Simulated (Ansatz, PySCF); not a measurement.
Noncovalent pair: HF (SMILES F) (first 2 atoms) with CH2O2 (SMILES O=CO); geometry from B3LYP-D3(BJ)/def2-TZVP, rigid monomers moved along the line of their centres of mass till H2···O3 is 2.93 Å.
(charge 0, multiplicity 1):
```csv
atom,x (Å),y (Å),z (Å)
F,0.3902,0.0014,0.4621
H,-0.1553,-0.4725,1.0950
O,-0.8684,-0.7522,3.9190
C,-0.2871,-0.0026,4.6765
O,0.6134,0.8986,4.3284
H,-0.4579,-0.0003,5.7572
H,0.7411,0.8689,3.3537
```

Counterpoise-corrected where a basis set is named; no monomer relaxation. Rows marked so take none.

Rows in 6-31G*, STO-3G carry no dispersion term and start afresh at each structure (6-31G* with six Cartesian d functions).

The values were computed with Ansatz (Gaussian basis) for Hartree–Fock, density functionals and correlated methods; PySCF for 6-31G* rows, STO-3G rows. Each number belongs to the level named beside it.

Predict the interaction energy from r2SCAN/def2-TZVPPD.

-154 meV

What is the computed interaction energy (B3LYP/6-31G*)?

-133 meV

Estimate the interaction energy that HF/STO-3G (no counterpoise) returns for this input.

-42 meV

Ansatz is a program for electronic structure.
